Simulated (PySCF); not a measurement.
# Radial density of Ge²⁺ (germanium, charge +2)

UHF, [Ar] 3d10 4s1 5s1, high-spin 3S determinant (an excited configuration). Calculation: PySCF 2.14, in aug-cc-pVTZ-PP with one added diffuse shell each of s, d, f type with ECP10MDF (7s5p5d3f, 68 functions); scalar relativity through the core potential. This is the valence pseudo-density: the core potential removes the inner electrons and smooths the orbitals near the nucleus.

| r (bohr) | 4πr²ρ (e/bohr) | 4πr²(ρα − ρβ) |
| --- | --- | --- |
| 0.000946 | 1.017e-05 | 0.0000 |
| 0.00159 | 2.861e-05 | 0.0000 |
| 0.00268 | 7.955e-05 | 0.0000 |
| 0.00450 | 0.0002148 | 0.0000 |
| 0.00757 | 0.0005427 | 0.0000 |
| 0.0127 | 0.001235 | 0.0001 |
| 0.0214 | 0.002615 | 0.0002 |
| 0.0360 | 0.006164 | 0.0003 |
| 0.0606 | 0.03483 | 0.0004 |
| 0.102 | 0.3328 | -0.0001 |
| 0.171 | 2.490 | -0.0020 |
| 0.288 | 12.09 | 0.0326 |
| 0.485 | 28.37 | 0.1257 |
| 0.816 | 16.67 | 0.0027 |
| 1.37 | 3.029 | 0.6934 |
| 2.31 | 0.4912 | 0.4195 |
| 3.88 | 0.3318 | 0.3317 |
| 6.53 | 0.08363 | 0.0836 |
| 11.0 | 0.0004724 | 0.0005 |

Energies and moments cover only the electrons outside the core potential. The outer electron is Rydberg-like, and this basis confines it to a smaller radius and binds it less than a complete one would.
